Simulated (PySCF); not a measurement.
Co(NH2)2 (quartet state).
Geometry (PBE0-D3(BJ)/def2-SVP, Å), atoms numbered from 1 in this order:
```xyz
7
CoH4N2 angstrom
Co    -0.0005   -0.0033    0.0000
N      0.0046   -0.0187    1.8124
H      0.0612    0.7997    2.4118
H     -0.0573   -0.8390    2.4081
N     -0.0043    0.0162   -1.8124
H      0.8176   -0.0356   -2.4076
H     -0.8214    0.0807   -2.4123
```

Computed with PBE0-D3(BJ)/def2-SVP geometry optimisation, gas phase in PySCF.

Q: Which atoms are bound to Co1, and at what distances?

A: 2 atoms: N2 1.813 Å, N5 1.813 Å. The nearest atom not counted as bound is H3, at 2.54 Å (others tie with it).

Q: What is the shape at Co1?

A: Linear: angle 179.9°.

Q: What are the other bond lengths?

A: N2–H3 and 3 like bonds 1.016 Å.

Q: What are the rotational constants (commonest isotopes, rigid rotor)?

A: A = 185745, B = 4328, C = 4327 MHz: a prolate symmetric top.

Point group: D2d (every atom within 0.08 Å of its image). Charge 0, quartet. ⟨S²⟩ = 3.757 (exact for a quartet: 3.75). No frequency check.

Neither the SCF state along the optimisation nor the shape of the open-shell metal species was proved the lowest: other solutions of the same spin, or a structure of lower symmetry, can lie below.
